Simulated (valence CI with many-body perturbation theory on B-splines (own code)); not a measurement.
## E1 transitions of Ba49+

Calculated by valence CI with perturbative core correlation (CI+MBPT): five valence electrons over a frozen Dirac-Fock core [He], radial functions for each j: 11 s, 11 p, 10 d, 8 f, 5 g, 2 h, with the one-electron correlation potential Σ1, the two-electron term Σ2, the three-electron term Σ3, Breit, model QED; selected CI, second order for the rest, scaled by the run's own slope (own B-spline code, finite nucleus).

The last digits are not significant, and no measured levels were compared; by estimate large intervals hold to a few tenths of a per cent, small ones and those within an open d or f shell to about a per cent. Among the levels kept, up to 7300 cm⁻¹ of a level comes from second order outside the variational space, and about a tenth of that is noise between levels of different J, which matters for small intervals.

Lines 201 to 250 of 600 in falling wavelength, among levels below 6442.9 eV, chosen from the strongest by gf and those to the six lowest levels. Wavelengths and rates use the calculated energies. Electric multipoles are in the length gauge, E1 and E2 with the static RPA response of the core. Weak lines are less certain than strong ones. Lines between different terms over intervals too small for the method are left out, as are lines whose strength nearly cancels. Where a level lies close to another of its J and parity, the split of strength between their lines is uncertain. The highest levels of a list are the least certain.

Levels are named by their leading jj configuration (3d3/2^4 stands for four electrons in 3d with j = 3/2), which in mixed levels can hold well under half, so a name can repeat and another be missing. Letters in brackets count levels of one name in rising energy.

| λ vac (Å) | Upper | Lower | A (s⁻¹) | S (a.u.) with core polarisation | S without |
| --- | --- | --- | --- | --- | --- |
| 20.77 | (2s 2p1/2 2p3/2^2 3d3/2) J=9/2 | (2s^2 2p1/2 2p3/2 3d3/2) J=7/2 | 1.67e+11 | 7.37e-03 | 7.38e-03 |
| 20.53 | (2s 2p1/2 2p3/2^2 3s) J=7/2 | (2s^2 2p1/2 2p3/2 3s) J=5/2 | 1.41e+11 | 4.83e-03 | 4.84e-03 |
| 20.30 | (2s 2p1/2^2 2p3/2^2) J=5/2 | (2s^2 2p1/2^2 2p3/2) J=3/2 | 2.48e+11 | 6.14e-03 | 6.15e-03 |
| 20.23 | (2p1/2^2 2p3/2^2 3p3/2) J=5/2 | (2s 2p1/2^2 2p3/2 3p3/2) J=3/2 [b] | 4.04e+11 | 9.90e-03 | 9.92e-03 |
| 19.97 | (2s 2p3/2^3 3s) J=5/2 | (2s^2 2p3/2^2 3s) J=5/2 | 8.66e+11 | 2.04e-02 | 2.05e-02 |
| 19.87 | (2p1/2^2 2p3/2^2 3p3/2) J=7/2 | (2s 2p1/2^2 2p3/2 3p3/2) J=5/2 [b] | 6.70e+11 | 2.07e-02 | 2.08e-02 |
| 19.79 | (2s 2p1/2 2p3/2^2 3p3/2) J=5/2 [b] | (2s^2 2p1/2 2p3/2 3p3/2) J=3/2 [a] | 2.32e+11 | 5.33e-03 | 5.34e-03 |
| 19.69 | (2s 2p3/2^3 3s) J=3/2 [a] | (2s^2 2p3/2^2 3s) J=3/2 | 5.92e+11 | 8.92e-03 | 8.93e-03 |
| 19.68 | (2p1/2^2 2p3/2^2 3s) J=5/2 | (2s 2p1/2^2 2p3/2 3s) J=3/2 [b] | 6.11e+11 | 1.38e-02 | 1.38e-02 |
| 19.63 | (2p1/2^2 2p3/2^2 3p1/2) J=3/2 | (2s 2p1/2^2 2p3/2 3p1/2) J=1/2 | 4.94e+11 | 7.38e-03 | 7.39e-03 |
| 19.63 | (2s 2p1/2 2p3/2^3) J=3/2 [a] | (2s^2 2p1/2 2p3/2^2) J=3/2 | 8.65e+11 | 1.29e-02 | 1.29e-02 |
| 19.55 | (2s 2p1/2^2 2p3/2 3d5/2) J=3/2 [a] | (2s^2 2p1/2^2 3d3/2) J=3/2 | 3.16e+11 | 4.66e-03 | 4.67e-03 |
| 19.53 | (2p1/2^2 2p3/2^2 3p1/2) J=5/2 | (2s 2p1/2^2 2p3/2 3p1/2) J=3/2 [b] | 5.75e+11 | 1.27e-02 | 1.27e-02 |
| 19.45 | (2s 2p1/2 2p3/2^2 3d5/2) J=7/2 [c] | (2s^2 2p1/2 2p3/2 3d5/2) J=5/2 [b] | 1.84e+11 | 5.36e-03 | 5.37e-03 |
| 19.37 | (2s 2p1/2 2p3/2^2 3p3/2) J=7/2 [c] | (2s^2 2p1/2 2p3/2 3p3/2) J=5/2 [b] | 2.36e+11 | 6.79e-03 | 6.80e-03 |
| 19.31 | (2p1/2^2 2p3/2^2 3s) J=3/2 | (2s 2p1/2^2 2p3/2 3s) J=1/2 | 5.09e+11 | 7.24e-03 | 7.26e-03 |
| 19.30 | (2s 2p1/2 2p3/2^2 3d5/2) J=9/2 [c] | (2s^2 2p1/2 2p3/2 3d5/2) J=7/2 [b] | 3.00e+11 | 1.06e-02 | 1.07e-02 |
| 19.27 | (2s 2p1/2 2p3/2^2 3d5/2) J=5/2 [e] | (2s^2 2p1/2 2p3/2 3d5/2) J=5/2 [b] | 3.28e+11 | 6.96e-03 | 6.97e-03 |
| 19.26 | (2s 2p3/2^3 3s) J=3/2 [b] | (2s^2 2p3/2^2 3s) J=1/2 | 4.89e+11 | 6.89e-03 | 6.90e-03 |
| 19.23 | (2s 2p1/2 2p3/2^3) J=5/2 | (2s^2 2p1/2 2p3/2^2) J=5/2 | 8.61e+11 | 1.81e-02 | 1.82e-02 |
| 19.12 | (2s 2p1/2^2 2p3/2 3d5/2) J=7/2 [b] | (2s^2 2p1/2^2 3d5/2) J=5/2 | 9.00e+11 | 2.48e-02 | 2.49e-02 |
| 19.10 | (2s 2p1/2 2p3/2^2 3d5/2) J=7/2 [e] | (2s^2 2p1/2 2p3/2 3d5/2) J=7/2 [b] | 6.78e+11 | 1.87e-02 | 1.87e-02 |
| 19.09 | (2s 2p1/2 2p3/2^2 3d5/2) J=3/2 [d] | (2s^2 2p1/2 2p3/2 3d5/2) J=1/2 | 4.23e+11 | 5.82e-03 | 5.83e-03 |
| 19.06 | (2s 2p1/2^2 2p3/2 3p3/2) J=5/2 [b] | (2s^2 2p1/2^2 3p3/2) J=3/2 | 1.02e+12 | 2.08e-02 | 2.09e-02 |
| 19.06 | (2s 2p1/2 2p3/2^2 3d5/2) J=7/2 [c] | (2s^2 2p1/2 2p3/2 3d5/2) J=5/2 [a] | 1.79e+11 | 4.89e-03 | 4.90e-03 |
| 19.05 | (2s 2p1/2 2p3/2^3) J=1/2 | (2s^2 2p1/2 2p3/2^2) J=1/2 | 6.32e+11 | 4.31e-03 | 4.32e-03 |
| 19.05 | (2s 2p1/2 2p3/2^2 3d5/2) J=5/2 [f] | (2s^2 2p1/2 2p3/2 3d5/2) J=3/2 [b] | 5.22e+11 | 1.07e-02 | 1.07e-02 |
| 19.04 | (2s 2p1/2 2p3/2^2 3p3/2) J=5/2 [e] | (2s^2 2p1/2 2p3/2 3p3/2) J=5/2 [b] | 7.59e+11 | 1.55e-02 | 1.55e-02 |
| 18.99 | (2s 2p1/2 2p3/2^2 3d5/2) J=3/2 [d] | (2s^2 2p1/2 2p3/2 3d5/2) J=3/2 [b] | 4.13e+11 | 5.58e-03 | 5.59e-03 |
| 18.97 | (2s 2p1/2 2p3/2^2 3d3/2) J=3/2 [c] | (2s^2 2p1/2 2p3/2 3d3/2) J=5/2 [a] | 3.59e+11 | 4.84e-03 | 4.84e-03 |
| 18.94 | (2s 2p1/2 2p3/2^2 3s) J=1/2 [a] | (2s^2 2p1/2 2p3/2 3s) J=3/2 [a] | 8.43e+11 | 5.65e-03 | 5.66e-03 |
| 18.91 | (2s 2p1/2 2p3/2^2 3d3/2) J=5/2 [d] | (2s^2 2p1/2 2p3/2 3d3/2) J=5/2 [b] | 3.51e+11 | 7.03e-03 | 7.05e-03 |
| 18.90 | (2s 2p1/2^2 2p3/2 3d3/2) J=5/2 [b] | (2s^2 2p1/2^2 3d3/2) J=3/2 | 9.05e+11 | 1.81e-02 | 1.81e-02 |
| 18.88 | (2s 2p1/2 2p3/2^2 3d3/2) J=5/2 [c] | (2s^2 2p1/2 2p3/2 3d3/2) J=7/2 | 3.94e+11 | 7.85e-03 | 7.86e-03 |
| 18.88 | (2p1/2 2p3/2^4) J=1/2 | (2s 2p1/2 2p3/2^3) J=3/2 [b] | 2.44e+12 | 1.62e-02 | 1.62e-02 |
| 18.84 | (2s 2p1/2^2 2p3/2 3p1/2) J=1/2 | (2s^2 2p1/2^2 3p1/2) J=1/2 | 1.04e+12 | 6.85e-03 | 6.86e-03 |
| 18.82 | (2s 2p1/2 2p3/2^2 3d5/2) J=5/2 [e] | (2s^2 2p1/2 2p3/2 3d5/2) J=3/2 [a] | 5.11e+11 | 1.01e-02 | 1.01e-02 |
| 18.82 | (2s 2p1/2^2 2p3/2 3p1/2) J=3/2 [b] | (2s^2 2p1/2^2 3p1/2) J=1/2 | 1.06e+12 | 1.40e-02 | 1.40e-02 |
| 18.82 | (2s 2p1/2 2p3/2^2 3s) J=5/2 [a] | (2s^2 2p1/2^2 3d5/2) J=5/2 | 2.98e+11 | 5.89e-03 | 5.90e-03 |
| 18.81 | (2s 2p1/2^2 2p3/2 3d5/2) J=5/2 [b] | (2s^2 2p1/2^2 3d5/2) J=5/2 | 7.62e+11 | 1.50e-02 | 1.50e-02 |
| 18.80 | (2s^2 2p3/2^2 3d5/2) J=3/2 | (2s^2 2p1/2 2p3/2 3p1/2) J=5/2 | 4.92e+11 | 6.45e-03 | 6.46e-03 |
| 18.79 | (2s 2p1/2 2p3/2^2 3d3/2) J=3/2 [e] | (2s^2 2p1/2 2p3/2 3d3/2) J=5/2 [b] | 7.90e+11 | 1.04e-02 | 1.04e-02 |
| 18.78 | (2s 2p1/2 2p3/2^2 3d5/2) J=5/2 [f] | (2s^2 2p1/2 2p3/2 3d5/2) J=5/2 [b] | 4.34e+11 | 8.51e-03 | 8.53e-03 |
| 18.77 | (2s 2p1/2^2 2p3/2 3d5/2) J=3/2 [b] | (2s^2 2p1/2^2 3d5/2) J=5/2 | 1.19e+12 | 1.55e-02 | 1.55e-02 |
| 18.76 | (2s 2p1/2 2p3/2^2 3p3/2) J=1/2 [b] | (2s^2 2p1/2 2p3/2 3p3/2) J=3/2 [a] | 1.21e+12 | 7.88e-03 | 7.89e-03 |
| 18.75 | (2s 2p1/2 2p3/2^2 3p3/2) J=7/2 [c] | (2s^2 2p1/2 2p3/2 3p3/2) J=7/2 | 1.34e+12 | 3.49e-02 | 3.49e-02 |
| 18.75 | (2s 2p1/2^2 2p3/2 3s) J=1/2 | (2s^2 2p1/2^2 3s) J=1/2 | 1.01e+12 | 6.58e-03 | 6.59e-03 |
| 18.74 | (2s 2p1/2^2 2p3/2 3p3/2) J=3/2 [b] | (2s^2 2p1/2^2 3p3/2) J=3/2 | 1.08e+12 | 1.41e-02 | 1.41e-02 |
| 18.74 | (2s 2p1/2 2p3/2^3) J=3/2 [b] | (2s^2 2p1/2 2p3/2^2) J=1/2 | 5.10e+11 | 6.62e-03 | 6.63e-03 |
| 18.73 | (2s 2p1/2 2p3/2^2 3d5/2) J=5/2 [b] | (2s^2 2p1/2 2p3/2 3d3/2) J=5/2 [a] | 3.52e+11 | 6.84e-03 | 6.86e-03 |
